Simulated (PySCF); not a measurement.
Compound: C₆H₁₁NSi.
Z-matrix (Å and degrees, GFN2-xTB geometry), rows numbered from 1:
```
C 
C   1  1.3228
Si  2  1.8826  1  125.42
N   3  1.7264  2  105.24  1     7.32
C   4  1.2458  3  134.41  2  -123.09
C   3  1.8858  2  111.11  1   120.15
C   6  1.5026  3  120.50  2  -161.75
C   7  1.4917  6   60.24  3   110.29
H   1  1.0802  2  122.77  3   179.84
H   1  1.0776  2  121.24  3    -0.53
H   2  1.0831  1  118.49  3  -179.52
H   3  1.4772  2  109.69  1  -119.44
H   5  1.0942  4  125.05  3     0.83
H   5  1.0883  4  119.29  3  -179.22
H   6  1.0838  3  114.66  2    54.02
H   7  1.0802  6  118.19  8  -107.91
H   7  1.0805  6  118.53  8   108.45
H   8  1.0790  6  117.86  7   107.97
H   8  1.0805  6  118.30  7  -108.32
```

Computed at PBE0/pcSseg-1 (PySCF, non-relativistic), with Q(14N) = 0.02044 b: N4, 14N (I = 1): χzz = -5.060 MHz, η = 0.797.

Q: Where would the pure quadrupole (NQR) lines of 14N at N4 fall for the rigid, isolated species?

A: From ν± = (3/4)|χ|(1 ± η/3) and ν0 = |χ|η/2: ν+ 4.803 MHz, ν− 2.787 MHz, ν0 2.016 MHz (C=N nitrogen).

In a crystal, neighbours and librations shift these lines. GFN2-xTB bond lengths can be off by several hundredths of an ångström, more for odd bonds, and the gradients follow them. With a basis this small, the couplings can be 20 % off.

The run behind these numbers computed NMR shieldings as well. On an Arm Neoverse N1 with one thread, no GPU, shared host, this took 58 s and 0.80 GiB of memory at its peak.

One conformer stands for the species.
